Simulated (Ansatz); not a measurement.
Cd3Te3. Total charge 0; singlet. Geometry PBE-D4/def2-SVP.

```csv
atom,x (Å),y (Å),z (Å)
Cd1,0.516,-1.491,0.112
Cd2,-1.417,-0.794,-2.190
Cd3,-0.671,1.068,1.413
Te4,-1.018,-1.417,2.396
Te5,2.313,0.364,-0.888
Te6,0.277,2.268,-0.844
```

In the def2 sets Cd, Te take a core potential; there is no spin–orbit coupling. The structure comes from a short search, and lower isomers may exist.

Q: Estimate the orbital energies around the gap (eV) in Ansatz with PBE-D4/def2-TZVP, BLYP-D4/def2-TZVP, r2SCAN-D4/def2-TZVP, PBE0-D4/def2-TZVP, r2SCAN0-D4/def2-TZVP.

A: 
| orbital | PBE-D4/def2-TZVP | BLYP-D4/def2-TZVP | r2SCAN-D4/def2-TZVP | PBE0-D4/def2-TZVP | r2SCAN0-D4/def2-TZVP |
| --- | --- | --- | --- | --- | --- |
| HOMO−9 | -11.95 | -11.76 | -12.42 | -14.23 | -14.57 |
| HOMO−8 | -8.85 | -8.65 | -9.09 | -9.91 | -10.08 |
| HOMO−7 | -7.66 | -7.46 | -7.94 | -8.54 | -8.73 |
| HOMO−6 | -7.58 | -7.42 | -7.81 | -8.47 | -8.67 |
| HOMO−5 | -6.71 | -6.52 | -6.95 | -7.64 | -7.82 |
| HOMO−4 | -6.44 | -6.24 | -6.68 | -7.28 | -7.46 |
| HOMO−3 | -6.03 | -5.86 | -6.25 | -6.84 | -7.01 |
| HOMO−2 | -5.50 | -5.35 | -5.70 | -6.29 | -6.45 |
| HOMO−1 | -5.22 | -5.06 | -5.43 | -6.05 | -6.21 |
| HOMO | -5.01 | -4.85 | -5.21 | -5.84 | -5.99 |
| LUMO | -3.39 | -3.32 | -3.32 | -2.78 | -2.75 |
| LUMO+1 | -3.18 | -3.10 | -3.09 | -2.51 | -2.47 |
| LUMO+2 | -2.93 | -2.81 | -2.85 | -2.20 | -2.17 |
| LUMO+3 | -1.98 | -1.85 | -1.82 | -1.36 | -1.26 |
| LUMO+4 | -1.56 | -1.45 | -1.39 | -0.97 | -0.89 |
| LUMO+5 | -1.36 | -1.24 | -1.15 | -0.70 | -0.58 |
